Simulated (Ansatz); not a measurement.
A nudged elastic band was laid between two geometries of CH3BF2S (8 atoms, charge 0, multiplicity 1).

These are results of Ansatz, RKS CAM-B3LYP-D4/def2-SVP, not measurements.

| Item | Value |
| --- | --- |
| movable images | 7 |
| climbing image | yes |
| spring | 5.0 eV/Å² |
| optimiser | quadratic models (default) |
| start path | IDPP |
| force threshold | 0.05 eV/Å |
| iteration limit | 60 |
| end points | relaxed |

First end point:

```xyz
8
Properties=species:S:1:pos:R:3
C -0.800 0.133 0.922
S 0.730 -0.790 0.569
B 1.072 -0.246 -1.105
F 2.130 -0.702 -1.743
F 0.289 0.611 -1.734
H -0.637 1.214 0.834
H -1.083 -0.104 1.954
H -1.609 -0.174 0.248
```

Last end point:

```xyz
8
Properties=species:S:1:pos:R:3
C -0.512 0.785 0.792
S 1.146 0.153 0.379
B 0.752 -0.972 -0.960
F 1.710 -1.653 -1.552
F -0.487 -1.146 -1.383
H -0.382 1.506 1.608
H -1.170 -0.025 1.129
H -0.964 1.294 -0.068
```

(1) What changes between the two ends?

(2) Give the energies along the band, and the barrier.

(3) What is the geometry of the highest image?

Results:

(1) No bond is made or broken. The dihedral H8–C1–S2–B3 goes from 63 to -60°. The two ends are copies of one structure, up to a mirror image or an exchange of like atoms.

(2) The forces met the threshold. The highest image is number 4 of 0 to 8, 0.3 kcal/mol above the ends, which have the same energy within 2 meV. A vibrational analysis at the climbing image gives one clearly imaginary mode, 75i cm⁻¹: a first-order saddle point.

```tsv
image	path coordinate (Å)	energy (kcal/mol)	dihedral H8–C1–S2–B3 (°)
0	0.00	0.0	63
1	0.36	0.0	49
2	0.72	0.2	34
3	1.08	0.3	19
4	1.44	0.3	3
5	1.82	0.3	-13
6	2.20	0.2	-29
7	2.58	0.1	-45
8	2.96	0.0	-60
```

(3) 
```xyz
8
Properties=species:S:1:pos:R:3:forces:R:3
C -0.645 0.488 0.946 0.00 0.00 0.00
S 0.986 -0.263 0.632 0.00 0.00 0.00
B 0.899 -0.634 -1.119 -0.01 0.00 -0.01
F 1.932 -1.199 -1.711 0.01 0.00 0.00
F -0.164 -0.368 -1.857 0.01 0.00 0.01
H -0.508 1.526 1.274 0.00 0.00 0.00
H -1.148 -0.077 1.740 0.00 0.00 0.00
H -1.259 0.469 0.040 0.00 0.00 0.00
```

The run took 2 min on 2 threads of Arm Neoverse V1, with other jobs on the host, peak memory 0.2 GiB.
